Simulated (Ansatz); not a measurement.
Ga₂Te₃, relaxed as a triplet with UKS r2SCAN-D4/def2-SVP in Ansatz, starting from the r2SCAN-D4/def2-SVP geometry of the neutral singlet. Force threshold 0.02 eV/Å.

In the def2 sets Te takes a core potential; there is no spin–orbit coupling. At r2SCAN-D4/def2-SVP a singlet of charge 0 lies 0.22 eV below the triplet, each at its own geometry. The structure comes from a short search, and lower isomers may exist.

Start:

Cartesian coordinates in Å:
```
Ga 0.6238 0.6703 -0.2184
Ga -2.1860 -0.4635 0.0297
Te -1.3108 2.0107 -0.8748
Te 2.7570 -0.4435 0.3633
Te 0.1160 -1.7741 0.7002
```

(1) Estimate the energy that the relaxation releases and the steps that it takes.

(2) Does the start keep its bonding and symmetry?

(3) Predict the relaxed structure.

Answers

(1) 24.3 kcal/mol, in 11 steps; 55 s on 4 threads of AMD EPYC 7B13 on a shared host. No frequencies were taken in this run, so the end may be a saddle point.

(2) Bonds lost: Te4–Te5 (atoms count from 1). Point group Cs at the start, C2v at the end, both within 0.05 Å.

(3) 
```
atom   x (Å)   y (Å)   z (Å)
 Ga1   0.663   0.078   0.014
 Ga2  -2.299  -0.270  -0.050
 Te3  -0.965   1.866  -0.801
 Te4   3.141   0.368   0.069
 Te5  -0.541  -2.042   0.768
```
Bond lengths (bridged metal pairs left out): 5 × Ga–Te 2.50 to 2.63 Å.
